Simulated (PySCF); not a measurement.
The PySCF input:
```python
from pyscf import gto, scf, dft

mol = gto.M(
    atom='''
Te   -0.01212984    0.00717280    0.04829380
F    -0.14724257    1.81387706    1.04877868
F     0.21441232   -1.52023906   -1.22691457
F    -0.48009114   -1.44291290    1.44888990
F     0.48300493    1.10783207   -1.54978487
''',
    basis='def2-sv(p)',
    ecp={'Te': 'def2-sv(p)'},
    spin=2,
    verbose=4,
)

mf = dft.UKS(mol)
mf.xc = 'wb97x'
mf.kernel()
```

### Question
What does this run give for the <S^2>, number of basis functions, HOMO energy, total energy?

### Answer

- <S^2> = 2.021
- number of basis functions = 82
- HOMO energy = -11.09 eV
- total energy = -666.9040 Eh

These values belong to the state on which the SCF converged, which isn't shown to be the lowest.
